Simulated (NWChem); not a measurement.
System: C3H3ClF2; SMILES F[C@@H]1C[C@@]1(F)Cl

The following NWChem deck was run.

```
start job
memory heap 200 mb stack 900 mb global 1100 mb
geometry units angstroms noautoz
  F      0.040608    -2.140268    -0.610624
  C      0.653448    -1.004477    -0.227281
  C      0.526114    -0.592245     1.217487
  C     -0.209399     0.147665     0.152021
  F     -1.534422    -0.026559     0.081045
  Cl     0.274754     1.773622    -0.283278
  H      1.588367    -0.813629    -0.764547
  H      1.375860    -0.122025     1.717095
  H     -0.103727    -1.240372     1.834296
end
basis spherical
  * library def2-svp
end
dft
  xc xpbe96 cpbe96
  iterations 150
  mulliken
end
task dft energy
```

NWChem printed, in part:

```
             Northwest Computational Chemistry Package (NWChem) 7.3.0
             --------------------------------------------------------

 C1  symmetry detected

                             Geometry "geometry" -> ""
                             -------------------------

 Output coordinates in angstroms (scale by  1.889725989 to convert to a.u.)

  No.       Tag          Charge          X              Y              Z
 ---- ---------------- ---------- -------------- -------------- --------------
    1 F                    9.0000     0.06214021    -2.13433952    -0.61691177
    2 C                    6.0000     0.66583629    -0.98789438    -0.25117894
    3 C                    6.0000     0.57732706    -0.58008434     1.19773819
    4 C                    6.0000    -0.20557380     0.14750674     0.15786250
    5 F                    9.0000    -1.52873963    -0.05118998     0.12906448
    6 Cl                  17.0000     0.23417577     1.78276927    -0.28953250
    7 H                    1.0000     1.57933715    -0.77898298    -0.81776825
    8 H                    1.0000     1.43381925    -0.09485629     1.67076898
    9 H                    1.0000    -0.02028705    -1.24064076     1.83314690

 Effective nuclear repulsion energy (a.u.)     301.5704780379

  pbe96 is a nonlocal functional; adding pw91lda local functional.

                                 NWChem DFT Module
                                 -----------------

 Summary of "ao basis" -> "ao basis" (spherical)
 ------------------------------------------------------------------------------
       Tag                 Description            Shells   Functions and Types
 ---------------- ------------------------------  ------  ---------------------
 F                          def2-svp                 6       14   3s2p1d
 C                          def2-svp                 6       14   3s2p1d
 Cl                         def2-svp                 8       18   4s3p1d
 H                          def2-svp                 3        5   2s1p

            General Information
            -------------------
          SCF calculation type: DFT
          Wavefunction type:  closed shell.
          No. of atoms     :     9
          No. of electrons :    56
           Alpha electrons :    28
            Beta electrons :    28
          Charge           :     0
          Spin multiplicity:     1
          Use of symmetry is: off; symmetry adaption is: off
          Maximum number of iterations: 150
          AO basis - number of functions:   103
                     number of shells:    47
          Convergence on energy requested:  1.00D-06
          Convergence on density requested:  1.00D-05
          Convergence on gradient requested:  5.00D-04

              XC Information
              --------------
          PerdewBurkeErnzerhof Exchange Functional  1.000
            Perdew 1991 LDA Correlation Functional  1.000 local
           PerdewBurkeErnz. Correlation Functional  1.000 non-local

             Grid Information
             ----------------
          Grid used for XC integration:  medium
          Radial quadrature: Mura-Knowles
          Angular quadrature: Lebedev.
          Tag              B.-S. Rad. Rad. Pts. Rad. Cut. Ang. Pts.
          ---              ---------- --------- --------- ---------
          F                   0.50       49          10.0       434
          C                   0.70       49           8.0       434
          Cl                  1.00       88          10.0       590
          H                   0.35       45          10.0       434
          Grid pruning is: on
          Number of quadrature shells:   468
          Spatial weights used:  Erf1

      Superposition of Atomic Density Guess
      -------------------------------------

 Sum of atomic energies:        -772.28081055

      Non-variational initial energy
      ------------------------------

 Total energy =    -775.058668
 1-e energy   =   -1666.459081
 2-e energy   =     589.829935
 HOMO         =      -0.272476
 LUMO         =       0.079333

     ---------------------------------------------
      Total Density - Mulliken Population Analysis
     ---------------------------------------------

    Atom       Charge   Shell Charges
 -----------   ------   -------------------------------------------------------
    1 F    9     9.39   1.99  1.14  0.77  3.45  2.04  0.01
    2 C    6     5.63   1.99  0.91  0.29  1.75  0.62  0.07
    3 C    6     6.27   1.99  0.97  0.25  2.08  0.95  0.03
    4 C    6     5.42   1.99  0.88  0.30  1.55  0.61  0.09
    5 F    9     9.38   1.99  1.14  0.77  3.44  2.03  0.01
    6 Cl  17    17.24   2.00  1.99  1.22  0.71  5.94  2.13  3.22  0.02
    7 H    1     0.92   0.69  0.22  0.02
    8 H    1     0.88   0.66  0.19  0.02
    9 H    1     0.86   0.65  0.19  0.03

   convergence    iter        energy       DeltaE   RMS-Dens  Diis-err
 ---------------- ----- ----------------- --------- --------- ---------
 d= 0,ls=0.0,diis     1   -774.9027384000 -1.08D+03  2.42D-02  1.33D+00
 d= 0,ls=0.0,diis     2   -774.5984512596  3.04D-01  1.62D-02  4.64D+00
 d= 0,ls=0.0,diis     3   -775.0418256878 -4.43D-01  2.31D-03  5.91D-02
 d= 0,ls=0.0,diis     4   -775.0451993413 -3.37D-03  1.39D-03  1.59D-02
 d= 0,ls=0.0,diis     5   -775.0465338557 -1.33D-03  4.49D-04  1.60D-03
  Resetting Diis
 d= 0,ls=0.0,diis     6   -775.0467382157 -2.04D-04  6.26D-05  3.62D-05
 d= 0,ls=0.0,diis     7   -775.0467418739 -3.66D-06  5.33D-05  5.68D-06
 d= 0,ls=0.0,diis     8   -775.0467404415  1.43D-06  3.45D-05  1.76D-05
 d= 0,ls=0.0,diis     9   -775.0467425464 -2.10D-06  3.03D-06  6.30D-08
 d= 0,ls=0.0,diis    10   -775.0467425535 -7.11D-09  7.11D-07  7.62D-09

         Total DFT energy =     -775.046742553492
      One electron energy =    -1668.743137491583
           Coulomb energy =      658.162976524196
    Exchange-Corr. energy =      -66.037059624012
 Nuclear repulsion energy =      301.570478037907

 Numeric. integr. density =       56.000009535787

                       DFT Final Molecular Orbital Analysis
                       ------------------------------------

 Vector   26  Occ=2.000000D+00  E=-2.897291D-01
              MO Center=  8.1D-02,  1.1D+00, -1.4D-01, r^2= 2.9D+00
   Bfn.  Coefficient  Atom+Function         Bfn.  Coefficient  Atom+Function
  ----- ------------  ---------------      ----- ------------  ---------------
    81      0.544282  6 Cl px                78      0.417710  6 Cl px
    75      0.241664  6 Cl px                61     -0.230795  5 F  py
     6     -0.163228  1 F  pz                64      0.155445  5 F  py
    20     -0.116697  2 C  pz                 9      0.114089  1 F  pz
    32     -0.112718  3 C  px                62      0.102474  5 F  pz

 Vector   27  Occ=2.000000D+00  E=-2.678020D-01
              MO Center=  3.4D-01, -2.3D-01,  1.2D-01, r^2= 3.6D+00
   Bfn.  Coefficient  Atom+Function         Bfn.  Coefficient  Atom+Function
  ----- ------------  ---------------      ----- ------------  ---------------
     6      0.308095  1 F  pz                33     -0.280384  3 C  py
    20      0.252795  2 C  pz                81      0.253991  6 Cl px
    45     -0.231674  4 C  s                  9     -0.220777  1 F  pz
    82     -0.206748  6 Cl py                83      0.194456  6 Cl pz
    78      0.186729  6 Cl px                32      0.155281  3 C  px

 Vector   28  Occ=2.000000D+00  E=-2.376239D-01
              MO Center=  9.8D-02,  1.9D-01, -3.5D-02, r^2= 3.2D+00
   Bfn.  Coefficient  Atom+Function         Bfn.  Coefficient  Atom+Function
  ----- ------------  ---------------      ----- ------------  ---------------
    83     -0.371898  6 Cl pz                31      0.340121  3 C  s
    48      0.310289  4 C  pz                80     -0.270319  6 Cl pz
    62      0.217732  5 F  pz                18      0.215760  2 C  px
    17     -0.214653  2 C  s                 19     -0.183114  2 C  py
    37     -0.170476  3 C  pz                82     -0.170893  6 Cl py

 Vector   29  Occ=0.000000D+00  E=-1.591744D-02
              MO Center=  4.2D-01,  2.4D-01,  1.8D-01, r^2= 3.9D+00
   Bfn.  Coefficient  Atom+Function         Bfn.  Coefficient  Atom+Function
  ----- ------------  ---------------      ----- ------------  ---------------
    45      0.661625  4 C  s                 82      0.607646  6 Cl py
    95     -0.552726  8 H  s                 90     -0.532607  7 H  s
    74     -0.443257  6 Cl s                100      0.428829  9 H  s
    49      0.416538  4 C  px                47      0.378893  4 C  py
    35      0.304337  3 C  px                50      0.295174  4 C  py

 Vector   30  Occ=0.000000D+00  E= 3.920290D-02
              MO Center= -3.8D-02,  4.5D-02,  1.6D-01, r^2= 3.6D+00
   Bfn.  Coefficient  Atom+Function         Bfn.  Coefficient  Atom+Function
  ----- ------------  ---------------      ----- ------------  ---------------
    45      1.125087  4 C  s                100     -0.645978  9 H  s
    22     -0.511842  2 C  py                82      0.488374  6 Cl py
    44      0.463899  4 C  s                 74     -0.447530  6 Cl s
    59     -0.377358  5 F  s                 36     -0.356634  3 C  py
    31      0.353280  3 C  s                  3     -0.334983  1 F  s

 Vector   31  Occ=0.000000D+00  E= 5.949688D-02
              MO Center=  1.1D+00, -5.5D-01,  1.2D+00, r^2= 5.1D+00
   Bfn.  Coefficient  Atom+Function         Bfn.  Coefficient  Atom+Function
  ----- ------------  ---------------      ----- ------------  ---------------
    31      2.067016  3 C  s                 95     -1.281033  8 H  s
   100     -1.210713  9 H  s                 90     -0.934229  7 H  s
    17      0.740609  2 C  s                 45     -0.643277  4 C  s
    37      0.414584  3 C  pz                23     -0.308484  2 C  pz
    30      0.242317  3 C  s                 21      0.226568  2 C  px

     ---------------------------------------------
      Total Density - Mulliken Population Analysis
     ---------------------------------------------

    Atom       Charge   Shell Charges
 -----------   ------   -------------------------------------------------------
    1 F    9     9.17   1.99  1.14  0.77  3.34  1.92  0.01
    2 C    6     5.83   1.98  0.92  0.20  2.08  0.56  0.08
    3 C    6     6.04   1.98  0.91  0.18  2.16  0.77  0.03
    4 C    6     5.93   1.98  0.94  0.21  2.05  0.65  0.10
    5 F    9     9.14   1.99  1.14  0.77  3.34  1.89  0.01
    6 Cl  17    17.09   2.00  1.98  1.28  0.68  5.93  2.17  3.01  0.03
    7 H    1     0.96   0.74  0.19  0.02
    8 H    1     0.93   0.73  0.18  0.02
    9 H    1     0.92   0.72  0.18  0.02

     -------------------------------------------
      Total Density - Lowdin Population Analysis
     -------------------------------------------

    Atom       Charge   Shell Charges
 -----------   ------   -------------------------------------------------------
    1 F    9     9.07   1.98  1.02  0.74  3.21  2.11  0.01
    2 C    6     5.95   1.96  0.59  0.29  1.89  1.03  0.19
    3 C    6     6.08   1.96  0.59  0.30  1.95  1.18  0.08
    4 C    6     6.09   1.96  0.62  0.30  1.87  1.10  0.24
    5 F    9     9.05   1.98  1.02  0.73  3.21  2.10  0.01
    6 Cl  17    16.90   2.00  1.96  1.05  0.77  5.82  2.27  2.99  0.04
    7 H    1     0.98   0.64  0.26  0.07
    8 H    1     0.96   0.62  0.26  0.07
    9 H    1     0.95   0.62  0.26  0.07

     Multipole analysis of the density
     ---------------------------------

     L   x y z        total         alpha         beta         nuclear
     -   - - -        -----         -----         ----         -------
     0   0 0 0     -0.000000    -28.000000    -28.000000     56.000000

     1   1 0 0      0.628955      0.314478      0.314478      0.000000
     1   0 1 0     -0.050776     -0.025388     -0.025388      0.000000
     1   0 0 1      0.363593      0.181797      0.181797      0.000000

     2   2 0 0    -29.175031    -70.768201    -70.768201    112.361371
     2   1 1 0     -0.191172      1.460091      1.460091     -3.111354
     2   1 0 1     -0.104980     -1.381295     -1.381295      2.657610
     2   0 2 0    -31.710383   -203.716220   -203.716220    375.722057
     2   0 1 1     -0.992845      1.860437      1.860437     -4.713718
     2   0 0 2    -28.378137    -51.607403    -51.607403     74.836669
```

Level: PBE/def2-SVP. Coordinates come from a PBE0/def2-SVP optimisation.
